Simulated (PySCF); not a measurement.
Compound: C6H5O2 (charge -1).
Cartesian coordinates in Å at the GFN2-xTB level; atoms count from 1:
```
atom  x, y, z in Å
O1     1.569    1.880    0.467
C2     0.651    1.008    0.283
C3    -0.718    1.134    0.571
C4    -1.596    0.093    0.313
C5    -1.166   -1.100   -0.233
C6     0.190   -1.272   -0.536
C7     1.062   -0.251   -0.284
O8     2.415   -0.293   -0.536
H9    -1.083    2.061    0.999
H10   -2.651    0.221    0.547
H11   -1.868   -1.904   -0.428
H12    0.546   -2.202   -0.965
H13    2.645    0.626   -0.214
```

A PySCF run (density fitting, gas phase, GFN2-xTB geometry) gave HOMO -0.32 eV, LUMO 5.08 eV.

Question: Which of these levels was it?
A. PBE0/pcSseg-1
B. X3LYP/pcSseg-1
C. X3LYP/def2-SVPD

Answer: A. It is PBE0/pcSseg-1. All candidates on this geometry:

```tsv
level and settings	kind	basis functions	SCF cycles	E (Eh)	HOMO (eV)	LUMO (eV)
X3LYP/def2-SVPD	global hybrid	206	15	-381.7292	-0.42	4.25
X3LYP/pcSseg-1, damping 0.2 at the start, DIIS from the seventh cycle	global hybrid	161	24	-381.9435	-0.13	5.02
PBE0/pcSseg-1	global hybrid	161	15	-381.6685	-0.32	5.08
```

The nearest other candidate, by the summed differences of HOMO and LUMO, is X3LYP/pcSseg-1: its HOMO differs by +0.19 eV and its LUMO by -0.06 eV. Cycle counts include a coarse-grid stage where the run had one.
